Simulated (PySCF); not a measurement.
Stretching CaBr

Set-up: basis Ca x2c-TZVPall, Br x2c-TZVPall; spin-free X2C with a Gaussian nucleus; PySCF 2.14. Energies in eV from Ca + Br in their ground configurations at the same level. State: ²Σ⁺ (doublet), unpaired electrons σ ↑.

All columns are PBE0. A positive dipole means Ca(−)Br(+).

```
R (Å)  E (eV)  μ (D)  Mulliken charge on Ca (basis-dependent)  HOMO (eV)  LUMO (eV)  Mayer bond order  ⟨S²⟩
2.230  -2.991  -2.57                                     0.53      -4.10      -1.94              0.88  0.75
2.334  -3.455  -2.95                                     0.55      -4.22      -2.03              0.84  0.75
2.437  -3.706  -3.38                                     0.56      -4.34      -2.12              0.81  0.75
2.515  -3.794  -3.73                                     0.57      -4.43      -2.19              0.79  0.75
2.593  -3.818  -4.10                                     0.58      -4.51      -2.27              0.78  0.75
2.671  -3.794  -4.48                                     0.58      -4.60      -2.35              0.77  0.75
2.775  -3.709  -5.02                                     0.59      -4.71      -2.45              0.76  0.75
2.904  -3.544  -5.71                                     0.60      -4.85      -2.59              0.74  0.75
3.060  -3.300  -6.56                                     0.60      -5.01      -2.75              0.72  0.75
3.267  -2.941  -7.70                                     0.61      -5.20      -2.98              0.70  0.75
```

A fit through these points gives, at Re = 2.590 Å, μ = -4.08 D and dμ/dR = -4.86 D/Å; the reduced mass is 26.53 u.

Problem. How strong is the fundamental in the double-harmonic approximation, I = 42.26·(dμ/dR)²/μred km/mol?

Solution. I = 42.26·(-4.86)²/26.53 = 37.6 km/mol at PBE0.

Spin–orbit coupling is left out. The state is the lowest determinant that a PBE0 search found; another state may lie lower at other levels.
